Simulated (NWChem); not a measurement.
System: KOH; SMILES [OH][K]

Input file for NWChem:

```
start job
memory heap 200 mb stack 700 mb global 900 mb
geometry units angstroms noautosym nocenter noautoz
  K     -0.106184    -0.819317     0.000000
  O      0.219907     1.387245     0.000000
  H      0.360833     2.341621     0.000000
end
basis spherical
  * library def2-svp
end
dft
  xc b3lyp
  iterations 150
end
property
  efieldgrad
end
task dft property
```

Coordinates come from a B3LYP/6-31G* (spherical d) optimisation. B3LYP is NWChem's, with the RPA form of VWN correlation.

Vzz is the largest principal value of the second derivative of the potential at the nucleus (NWChem prints the opposite sign); η is the asymmetry. Non-relativistic.

Atoms are numbered as in the input.

**Question.** What results follow from this input? (B3LYP/def2-SVP.) Quantities: Vzz K1 (a.u.); η K1; Vzz O2 (a.u.); η O2.

**Answer.** The vzz K1 (a.u.) comes out as -0.175 and the η K1 is 0.00. The vzz O2 (a.u.) is 1.525. The η O2 is 0.00.
